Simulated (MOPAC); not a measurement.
Input for MOPAC: PM3 on CH6BeGe (SMILES [CH3][Be][GeH3]), a point of a bond scan (R = 1.315 Å).

```
PM3 1SCF PRECISE CHARGE=0 THREADS=1
CH6BeGe

Be    -0.18384765 1     1.04916504 1    -0.75458802 1
C     -0.41926256 1     2.39260940 1    -1.72082973 1
H     -1.38834168 1     3.15856112 1    -1.27096841 1
H     -0.68259427 1     2.11781029 1    -2.74808870 1
H      0.47837929 1     3.01783564 1    -1.77956966 1
Ge     0.12640089 1    -0.72133305 1     0.51880234 1
H      0.98119774 1    -1.81784029 1    -0.15781112 1
H      0.84789286 1    -0.39872335 1     1.84778085 1
H     -1.19190946 1    -1.41964363 1     0.92528940 1
```

The log:

```
*******************************************************************************
 **                                                                           **
 **                              MOPAC v23.2.5                                **
 **                                                                           **
 *******************************************************************************
 ** MOPAC's Digital Object Identifier: https://doi.org/10.5281/zenodo.6511958 **
 **                                                                           **
 ** Please cite the open-source release paper for use of this MOPAC version:  **
 ** J. E. Moussa and J. J. P. Stewart (2026)                                  **
 ** MOPAC: An open-source semiempirical molecular orbital program             **
 ** J. Open Source Softw., 11(119), 8025, https://doi.org/10.21105/joss.08025 **
 *******************************************************************************

                              PM3 CALCULATION RESULTS

 *******************************************************************************
 *  PM3        - The PM3 Hamiltonian to be used
 *
 *
 *
 *                 CHARGE ON SYSTEM = 0
 *
 *
 *
 *  PRECISE    - TIGHTER CRITERIA TO BE USED
 *  1SCF       - DO 1 SCF AND THEN STOP
 *  THREADS=1  - MULTI-THREADING NOT USED
 *  T=         - A TIME OF 172800.0 SECONDS REQUESTED
 *  DUMP=N     - RESTART FILE WRITTEN EVERY 7200.0 SECONDS REQUESTED
 *******************************************************************************
PM3 1SCF PRECISE CHARGE=0 THREADS=1
 CH6BeGe

   ATOM   CHEMICAL          X               Y               Z
  NUMBER   SYMBOL      (ANGSTROMS)     (ANGSTROMS)     (ANGSTROMS)

     1      Be         -0.18384765  *   1.04916504  *  -0.75458802  *
     2       C         -0.41926256  *   2.39260940  *  -1.72082973  *
     3       H         -1.38834168  *   3.15856112  *  -1.27096841  *
     4       H         -0.68259427  *   2.11781029  *  -2.74808870  *
     5       H          0.47837929  *   3.01783564  *  -1.77956966  *
     6      Ge          0.12640089  *  -0.72133305  *   0.51880234  *
     7       H          0.98119774  *  -1.81784029  *  -0.15781112  *
     8       H          0.84789286  *  -0.39872335  *   1.84778085  *
     9       H         -1.19190946  *  -1.41964363  *   0.92528940  *



          CARTESIAN COORDINATES

    NO.       ATOM           X           Y           Z

     1        Be         -0.1838      1.0492     -0.7546
     2         C         -0.4193      2.3926     -1.7208
     3         H         -1.3883      3.1586     -1.2710
     4         H         -0.6826      2.1178     -2.7481
     5         H          0.4784      3.0178     -1.7796
     6        Ge          0.1264     -0.7213      0.5188
     7         H          0.9812     -1.8178     -0.1578
     8         H          0.8479     -0.3987      1.8478
     9         H         -1.1919     -1.4196      0.9253

  H: (PM3): J. J. P. STEWART, J. COMP. CHEM. 10, 209 (1989).
 Be: (PM3): J. J. P. STEWART, J. COMP. CHEM. 10, 209 (1989).
  C: (PM3): J. J. P. STEWART, J. COMP. CHEM. 10, 209 (1989).
 Ge: (PM3): J. J. P. STEWART, J. COMP. CHEM. 12, 320-341 (1991).

           Empirical Formula: C H6 Be Ge  =     9 atoms



      MOLECULAR POINT GROUP   :   C1


      RHF CALCULATION, NO. OF DOUBLY OCCUPIED LEVELS = 8


 -------------------------------------------------------------------------------
 PM3 1SCF PRECISE CHARGE=0 THREADS=1
 CH6BeGe



     1SCF WAS SPECIFIED, SO BFGS WAS NOT USED
     SCF FIELD WAS ACHIEVED


                              PM3 CALCULATION
                                                       MOPAC v23.2.5 Linux




          FINAL HEAT OF FORMATION =         32.81424 KCAL/MOL =     137.29477 KJ/MOL


          COSMO AREA              =        124.52 SQUARE ANGSTROMS
          COSMO VOLUME            =        111.39 CUBIC ANGSTROMS

          IONIZATION POTENTIAL    =         10.224142 EV
          HOMO LUMO ENERGIES (EV) =        -10.224 -0.383
          NO. OF FILLED LEVELS    =          8
          MOLECULAR WEIGHT        =         99.6606         POINT GROUP:  C1

          MOLECULAR DIMENSIONS (Angstroms)

            Atom       Atom       Distance
            H     7    H     3     5.62302
            H     5    H     9     3.95838
            H     4    H     8     3.53842


          SCF CALCULATIONS        =          1





   ATOM   CHEMICAL          X               Y               Z
  NUMBER   SYMBOL      (ANGSTROMS)     (ANGSTROMS)     (ANGSTROMS)

     1      Be         -0.18384765  *   1.04916504  *  -0.75458802  *
     2       C         -0.41926256  *   2.39260940  *  -1.72082973  *
     3       H         -1.38834168  *   3.15856112  *  -1.27096841  *
     4       H         -0.68259427  *   2.11781029  *  -2.74808870  *
     5       H          0.47837929  *   3.01783564  *  -1.77956966  *
     6      Ge          0.12640089  *  -0.72133305  *   0.51880234  *
     7       H          0.98119774  *  -1.81784029  *  -0.15781112  *
     8       H          0.84789286  *  -0.39872335  *   1.84778085  *
     9       H         -1.19190946  *  -1.41964363  *   0.92528940  *

                             CARTESIAN COORDINATES

   1   Be       -0.183847650     1.049165040    -0.754588020
   2    C       -0.419262560     2.392609400    -1.720829730
   3    H       -1.388341680     3.158561120    -1.270968410
   4    H       -0.682594270     2.117810290    -2.748088700
   5    H        0.478379290     3.017835640    -1.779569660
   6   Ge        0.126400890    -0.721333050     0.518802340
   7    H        0.981197740    -1.817840290    -0.157811120
   8    H        0.847892860    -0.398723350     1.847780850
   9    H       -1.191909460    -1.419643630     0.925289400


           Empirical Formula: C H6 Be Ge  =     9 atoms



      MOLECULAR POINT GROUP   :   C1


                  EIGENVALUES
 -27.97823 -15.18490 -13.39748 -12.78660 -11.96952 -11.96845 -11.82858 -10.22414
  -0.38348   0.47280   0.47394   2.80334   3.00636   3.53184   3.77288   4.27258
   4.70379   4.78122


              NET ATOMIC CHARGES AND DIPOLE CONTRIBUTIONS

  ATOM NO.   TYPE          CHARGE      No. of ELECS.   s-Pop       p-Pop
    1         Be           0.511168        1.4888     0.90896     0.57987
    2          C          -0.402976        4.4030     1.20555     3.19743
    3          H           0.040463        0.9595     0.95954
    4          H           0.046311        0.9537     0.95369
    5          H           0.046311        0.9537     0.95369
    6         Ge           0.073953        3.9260     0.61842     3.30763
    7          H          -0.105225        1.1052     1.10522
    8          H          -0.105034        1.1050     1.10503
    9          H          -0.104972        1.1050     1.10497
 DIPOLE           X         Y         Z       TOTAL
 POINT-CHG.    -0.233     1.281    -0.911     1.589
 HYBRID         0.094    -0.328     0.193     0.392
 SUM           -0.139     0.952    -0.718     1.201


          ATOMIC ORBITAL ELECTRON POPULATIONS

     Atom    s        px        py        pz
    1 Be   0.90896   0.03095   0.35646   0.19246
    2  C   1.20555   1.00939   1.11629   1.07175
    3  H   0.95954
    4  H   0.95369
    5  H   0.95369
    6 Ge   0.61842   1.01343   1.19135   1.10285
    7  H   1.10522
    8  H   1.10503
    9  H   1.10497

 **********************
 *                    *
 * JOB ENDED NORMALLY *
 *                    *
 **********************




 == MOPAC DONE ==
```

The run finished.

Cost: roughly 0.020 core-seconds.
